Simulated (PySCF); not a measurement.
Species: C2H10BNO2Si2.
SMILES: `OB(O)[C@@H]1C[SiH2]N[SiH2]1`

The closed-shell ground state was solved at several levels (PySCF, density fitting, gas phase, non-relativistic). The structure is a single PBE0-D3(BJ)/def2-SVP conformer in the gas phase; no vibrational or solvent corrections.

| level | basis functions | total energy (Eh) | HOMO (eV) | LUMO (eV) | gap (eV) | dipole (D) |
| --- | --- | --- | --- | --- | --- | --- |
| PBE0/pcSseg-1 | 200 | -890.7933 | -7.23 | 0.37 | 7.60 | 1.23 |
| PBE0/def2-SVPD | 254 | -890.4645 | -7.25 | -0.12 | 7.13 | 1.19 |

(1) Estimate the row for CAM-B3LYP/pcSseg-1, a basis of 200 functions; the other rows only guide the guess.

(2) Over all these levels, which gives the widest orbital gap and which the narrowest?

(3) How far do the dipole and the HOMO energy spread over the levels?

Results:

(1) Total energy -891.2763 Eh, HOMO -8.57 eV, LUMO 1.34 eV, gap 9.91 eV, dipole 1.27 D.

(2) CAM-B3LYP/pcSseg-1 (range-separated hybrid) has the widest, 9.91 eV, and PBE0/def2-SVPD (global hybrid, 25 % exact exchange) the narrowest, 7.13 eV. Functional and basis both differ between the two, so the spread mixes both effects.

(3) The dipole runs from 1.19 to 1.27 D (mean 1.23 D) and the HOMO from -8.57 to -7.23 eV.
